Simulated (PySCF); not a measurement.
# H₂PdO, quintet: computed properties

Computed with UPBE0 in PySCF with Pd def2-TZVP with ECP28, O def2-TZVP, H def2-TZVP; scalar-relativistic core potentials, no spin–orbit coupling; density-fitted integrals.

The structure is a minimum.

* Point group: Cs
* Bond lengths: Pd–H 1.658 Å (×2), Pd–O 1.877 Å
* Bond angles: H–Pd–H 120.7°, H–Pd–O 96.8° (×2)
* Heat capacity Cp at 298.15 K: 53.7 J/(mol K)
* Dipole moment: 1.73 D
* Atomisation energy without zero-point energy: 467 kJ/mol
* Rotational constants: 3.104, 0.3332, 0.3149 cm⁻¹
* Lowest empty level (β): -4.93 eV
* Rotational symmetry number: 1
* Spin squared ⟨S²⟩: 6.022
* Principal quadrupole moments (Buckingham, traceless) about the centre of mass: -1.22, -0.95, 2.18 D Å
* Enthalpy at 298.15 K above 0 K: 12.12 kJ/mol
* Entropy at 298.15 K and 1 bar (electronic part: spin only): 281.0 J/(mol K)
* Highest occupied level (α): -6.84 eV
* Principal polarisabilities: 34.2, 49.2, 53.2 bohr³
* Zero-point energy: 31.9 kJ/mol

Harmonic modes (masses in u: Pd 105.903, O 15.995, H 1.008):
```csv
symmetry,ω (cm⁻¹),IR (km/mol),μ (u),type
a',479,16.4,1.33,bend
a'',488,0.4,1.09,bend
a',531,40.9,1.22,bend
a',601,24.7,2.42,bend
a'',1553,30.5,1.02,stretch
a',1675,74.0,1.01,stretch
```

Charges (e):
| atom | Mulliken | Löwdin | polar tensor | spin (Mulliken) | Mayer order to Pd1 |
| --- | --- | --- | --- | --- | --- |
| Pd1 | 0.25 | 0.03 | 0.14 | 1.46 | – |
| O2 | -0.18 | -0.03 | -0.02 | 1.67 | 1.23 |
| H3,4 | -0.04 | 0.00 | -0.06 | 0.43 | 0.82 |

Mulliken populations on Pd1 (electrons outside its core potential): s 2.69, p 6.41, d 8.64, f 0.00.

Other isomers or separated fragments may lie lower. Open d and f shells are described by one determinant, and the ground state may have another occupation or spin. At this level a triplet minimum of C2v symmetry lies 285 kJ/mol below this structure.

The final relaxation and frequency run took of the order of 90 core-seconds on a shared host.
